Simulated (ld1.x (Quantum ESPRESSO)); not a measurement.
u(r) = r·R(r): atom against pseudo-atom (chromium (Cr))

Columns: radius, all-electron u(r) and pseudo u(r) of the 3s shell (level -73.56 eV) of chromium in the configuration [Ne] 3s2 3p6 3d5 4s1 4p0; LDA (PZ), scalar-relativistic, PAW scheme, ld1.x (Quantum ESPRESSO) 7.5.

| r (bohr) | all-electron | pseudo |
| --- | --- | --- |
| 0.082 | 0.0117 | 0.2419 |
| 0.165 | -0.5673 | 0.4764 |
| 0.248 | -0.5419 | 0.6907 |
| 0.330 | -0.1701 | 0.8743 |
| 0.413 | 0.2838 | 1.0252 |
| 0.495 | 0.6681 | 1.1356 |
| 0.578 | 0.9428 | 1.2063 |
| 0.660 | 1.1012 | 1.2365 |
| 0.742 | 1.1665 | 1.2299 |
| 0.825 | 1.1630 | 1.1909 |
| 0.908 | 1.1122 | 1.1255 |
| 0.990 | 1.0340 | 1.0421 |
| 1.072 | 0.9413 | 0.9472 |
| 1.155 | 0.8422 | 0.8462 |
| 1.238 | 0.7441 | 0.7462 |
| 1.320 | 0.6520 | 0.6527 |
| 1.402 | 0.5669 | 0.5669 |
| 1.485 | 0.4889 | 0.4889 |
| 1.568 | 0.4194 | 0.4194 |
| 1.650 | 0.3589 | 0.3589 |
| 1.733 | 0.3054 | 0.3054 |
| 1.815 | 0.2596 | 0.2596 |
| 1.898 | 0.2196 | 0.2196 |
| 1.980 | 0.1857 | 0.1857 |
| 2.062 | 0.1568 | 0.1568 |
| 2.145 | 0.1319 | 0.1319 |

**Question.** How many radial nodes do the two functions have?

**Answer.** The all-electron 3s function has n − l − 1 = 2; the pseudo-wave has 0, since the states of the same l below it are removed with the core.

**Question.** At about which radius was the pseudo-wave matched?

**Answer.** 1.45 bohr, where the columns begin to agree (steps of 0.08 bohr).

**Question.** Where does each function peak?

**Answer.** Outermost all-electron maximum near 0.74 bohr, pseudo maximum near 0.66 bohr (to the table’s step).

**Question.** Is the pseudo-wave norm-conserving?

**Answer.** No, it belongs to a PAW set: the norm inside the radius is not constrained, and the difference is carried by the augmentation charge.
